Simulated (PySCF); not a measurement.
A ladder for the ionisation energy of Cr²⁺

Cr²⁺ [Ar] 3d4 (5D) → Cr³⁺ [Ar] 3d3 (4F). Scalar values calculated with PySCF 2.14 in aug-cc-pVTZ-DK (spin-free X2C; valence: [Ar] frozen). The spin-orbit shift comes from two-component X2C-1e calculations (generalised Hartree-Fock, GHF, and MP2 on its spinors, GMP2) in x2c-QZVPPall-2c: GMP2 gives 31.042 eV without and 31.018 eV with screened spin-orbit coupling, a shift of -0.024 eV (GHF: -0.024 eV). Sums use unrounded values; where a UHF row is shifted, it takes the GHF shift.

```tsv
method	scalar (eV)	plus spin-orbit shift (eV)	error (eV)
UHF	29.679	29.655	-1.304
MP2 (valence)	30.330	30.305	-0.654
SCS-MP2 (valence)	29.896	29.872	-1.087
CCSD (valence)	30.388	30.364	-0.595
CCSD(T) (valence)	30.397	30.373	-0.586
LDA	31.920	31.896	0.937
PBE	31.495	31.471	0.512
PBE0	31.293	31.269	0.310
r2SCAN	31.054	31.030	0.071
TPSS	31.135	31.111	0.152
BP86	31.466	31.442	0.483
M06-2X	31.062	31.038	0.079
M06-L	30.790	30.765	-0.194
```

Reference: 30.959 ± 0.025 eV (measured; NIST Atomic Spectra Database, ionization energies).

The errors of the correlated levels include the incompleteness of the basis and the frozen core, so a lower level can come closer by cancellation.
